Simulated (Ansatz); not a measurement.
CH3Si (SMILES C[Si]) moved off its minimum; all values from Ansatz (an electronic-structure program), cores frozen in correlated methods. Open shells are unrestricted.
(charge 0, multiplicity 2)
```xyz
5

C     -1.18848     0.05354    -0.00311
Si     0.78038     0.02756    -0.10457
H     -1.46973    -0.57362    -0.79188
H     -1.63150     1.11021    -0.11229
H     -1.61634    -0.47175     0.92816
```

### Question
Give the forces (eV/Å), the total energy and the dipole at MP2/aug-cc-pV(T+d)Z.

### Answer

| atom | Fx | Fy | Fz |
|---|---|---|---|
| C1 | 0.376 | 1.735 | 2.603 |
| Si2 | -0.924 | -0.004 | 0.157 |
| H3 | -0.688 | -0.901 | -1.641 |
| H4 | 0.519 | -1.771 | 0.106 |
| H5 | 0.717 | 0.941 | -1.225 |
Energy -328.7552 hartree, dipole 0.86 D.
